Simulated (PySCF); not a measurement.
# How methods differ on the excitation energy of Al⁺

Al⁺ [Ne] 3s2 (1S) → Al⁺ [Ne] 3s1 3p1 (3P), as a difference of total energies. Calculation: PySCF 2.14, in dyall-acv3z; the non-relativistic Hamiltonian (point nucleus). Correlated levels: valence: [Ne] frozen; valence and next inner shell: 1s2 frozen; virtual orbitals above 40 to 60 times the deepest correlated orbital energy dropped. The calculations carry no spin-orbit coupling.

| method | excitation energy (eV) | error (eV) |
| --- | --- | --- |
| UHF | 3.516 | -1.135 |
| LDA | 4.677 | +0.026 |
| PBE | 4.502 | -0.149 |
| PBE0 | 4.374 | -0.277 |
| r2SCAN | 4.095 | -0.556 |
| TPSSh | 4.347 | -0.304 |
| B97-3 | 4.704 | +0.053 |
| r2SCAN0 | 4.128 | -0.523 |
| MP2 (valence) | 4.229 | -0.422 |
| SCS-MP2 (valence) | 4.434 | -0.217 |
| MP2 (valence and next inner shell) | 4.423 | -0.228 |
| SCS-MP2 (valence and next inner shell) | 4.583 | -0.068 |

Reference: 4.651 eV (measured; NIST levels, between the centres of gravity of the two terms).

Errors of the correlated levels include the incompleteness of this basis and the frozen core.
